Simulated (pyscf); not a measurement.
cyclic C₄H₇+ (SMILES [CH2+]C1CC1) → cyclic C₄H₇+ (SMILES C[C+]1CC1), a hydrogen shift (singlet surface; C–H broken, C–H formed). PySCF, gas phase, ωB97X-D3(BJ)/def2-SVP geometries. MP2 and CC: frozen core, UHF for open shells. ΔMP2 is the change of the MP2 total energy from the triple- to the quadruple-zeta basis. Energies in kJ/mol from the reactant's lowest minimum found.

Small-basis levels: PySCF, no dispersion term, spherical d functions. AM1 to PM7: differences of heats of formation from MOPAC. GFN2-xTB: tblite. Cost: rough CPU time at the saddle relative to B3LYP/6-31G*, from one job on a shared machine.

| level | barrier | reaction energy | cost |
|---|---|---|---|
| HF/STO-3G | 137.6 | +36.7 | 0.04 |
| HF/6-31G* | 138.1 | +61.1 | 0.07 |
| SVWN5/6-31G* | 116.8 | +41.3 | 0.9 |
| BP86/6-31G* | 126.8 | +54.9 | 1 |
| PBE/6-31G* | 124.6 | +52.4 | 1 |
| B3LYP/STO-3G | 147.1 | +61.1 | 0.6 |
| B3LYP/3-21G | 152.0 | +78.3 | 0.6 |
| M06-2X/6-31G* | (withheld) | +65.7 | 3 |
| B3LYP/6-311+G** | 130.6 | +59.8 | 2 |
| PBE/def2-SVP | 112.6 | +42.0 | 1 |
| GFN2-xTB | 91.8 | +1.0 | under 0.02 |
| PM3 | (withheld) | -10.6 | under 0.02 |
| CCSD(T)/def2-TZVPP + ΔMP2(QZVPP) | (withheld) | +76.2 | – |

Problem. Complete the blanks.

Solution. 
- M06-2X/6-31G*, barrier: 135.7
- PM3, barrier: 48.5
- CCSD(T)/def2-TZVPP + ΔMP2(QZVPP), barrier: 137.7

Against the last row the barrier runs from -89.3 (PM3) to +14.3 kJ/mol (B3LYP/3-21G); HF/STO-3G happens to lie closest here (0.1 kJ/mol apart). CCSD(T)/def2-TZVPP + ΔMP2(QZVPP) has limits of its own. cyclic C₄H₇+ (SMILES [CH2+]C1CC1) lies 42.9 kJ/mol over its isomer H₂C⁺–CH=CH–CH₃ (electronic energy, ωB97M-D3(BJ)). cyclic C₄H₇+ (SMILES C[C+]1CC1) lies 100.8 kJ/mol over its isomer H₂C⁺–CH=CH–CH₃ (electronic energy, ωB97M-D3(BJ)). This is the saddle that the search found; another between the same sides may lie lower. The CCSD(T) − MP2 part came from Ansatz, without density fitting, on the same reference.
